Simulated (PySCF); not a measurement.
Gas-phase reaction: 2 MoO₂Cl₂ + 2 ClO ⇌ 2 MoO₃ + 3 Cl₂

Method: PySCF energies (xtb for GFN2) plus ideal-gas RRHO corrections (1 bar). † marks an energy on the PBE0/def2-TZVP geometry and frequencies; other levels use their own. Open shells (unrestricted): ClO (multiplicity 2); the rest are closed-shell singlets. GFN2 has no spin-polarisation term. Spin-orbit splitting is ignored; it lowers the true energy and changes the entropy of ClO. B3LYP is the form with VWN-RPA correlation. Mo: scalar-relativistic def2 core potential, no spin-orbit coupling. Strong static correlation: MoO₃.

GFN2-xTB gives ΔH°(298 K) = 386 kJ.

Problem. What do B3LYP/def2-TZVP†, M06-2X/def2-TZVP†, PBE0/def2-TZVP give?

Solution. B3LYP/def2-TZVP†: 380 kJ; M06-2X/def2-TZVP†: 387 kJ; PBE0/def2-TZVP: 402 kJ. For scale, ΔH°(298 K) is 386 kJ at this level, 392 kJ at ωB97M-V/def2-TZVP†, and runs from 347 to 429 kJ over the 13 levels computed († marks an energy on the PBE0/def2-TZVP geometry).
